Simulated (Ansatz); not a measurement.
This geometry of CH₇NOSi₂ (12 atoms, charge 0, multiplicity 1) is a first-order saddle point.

All numbers below come from Ansatz, RKS PBE0-D4/def2-SVP.

```xyz
12
Properties=species:S:1:pos:R:3
N -0.727 -0.919 2.242
C -0.002 -0.764 1.069
O -0.494 -1.478 -0.126
Si -0.571 0.189 -0.404
Si 0.884 1.057 -2.009
H -0.343 -1.477 2.989
H -1.430 -0.248 2.509
H 1.075 -0.955 1.187
H -1.935 0.797 -0.367
H 0.923 2.549 -1.907
H 2.251 0.509 -1.761
H 0.446 0.683 -3.388
```

(1) Which two structures does it join? (They come from a converged band through this point; their orientation in space is the band's.)

(2) How far does it lie above each of them?

## Answers

(1) No bond is made or broken. The height of N1 over the plane of its neighbours goes from -0.34 to 0.33 Å.

First end point:

```xyz
12
Properties=species:S:1:pos:R:3
N -0.547 -0.659 2.404
C 0.095 -0.615 1.158
O -0.466 -1.401 0.052
Si -0.541 0.254 -0.334
Si 0.836 0.963 -2.077
H -0.454 -1.576 2.842
H -1.536 -0.431 2.352
H 1.177 -0.795 1.249
H -1.905 0.860 -0.267
H 0.887 2.458 -2.110
H 2.208 0.420 -1.844
H 0.324 0.467 -3.391
```

Last end point:

```xyz
12
Properties=species:S:1:pos:R:3
N -0.721 -1.191 2.231
C 0.025 -0.855 1.085
O -0.502 -1.353 -0.120
Si -0.463 0.368 -0.263
Si 0.890 1.083 -2.022
H -0.316 -0.812 3.082
H -1.698 -0.918 2.166
H 1.098 -1.062 1.233
H -1.828 0.971 -0.168
H 0.989 2.576 -2.017
H 2.253 0.500 -1.830
H 0.351 0.638 -3.344
```

(2) 3.5 kcal/mol above the first and 1.0 kcal/mol above the second. This is the barrier of this one path; another mechanism may lie lower.

Time of the run: 3.9 min on 2 threads of Intel(R) Xeon(R) Platinum 8488C (Sapphire Rapids) (shared host), peak memory 0.28 GiB.
